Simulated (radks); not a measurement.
Fractional charge and spin in the 4s shell of selenium: the spin-up occupation runs from 0 to 1 and the spin-down occupation from 0 to 1; the fullest corner is Se+, [Ar] 3d10 4p(up 1.5, down 1.5) 4s(up 1, down 1). All-electron calculation, non-relativistic Kohn-Sham, PBE, spin-polarised, spherical densities, point nucleus. Program: a radial shooting solver on a logarithmic mesh with Libxc functionals. Energy (eV) above the fullest corner. The planes named below are the two flat planes that join the four corners, with an edge along up + down = one added electron.

down \ up       0     0.5       1
0          75.666  52.157  31.583
0.5        52.157  31.884  14.438
1          31.583  14.438   0.000

Corners above the fullest one (they belong to Se2+ and the next ion): (up 1, down 0) 31.583 eV, (up 0, down 1) 31.583 eV, (up 0, down 0) 75.666 eV. With half an added electron in each spin the energy lies 0.301 eV from the planes, and with half an added electron in spin up alone -1.467 eV. The planes are only a guide here: the flat-plane condition holds for ground states with one frontier orbital, while this shell lies below other occupied shells, so the corners above the fullest one are inner-hole states and not the ground states of those ions.
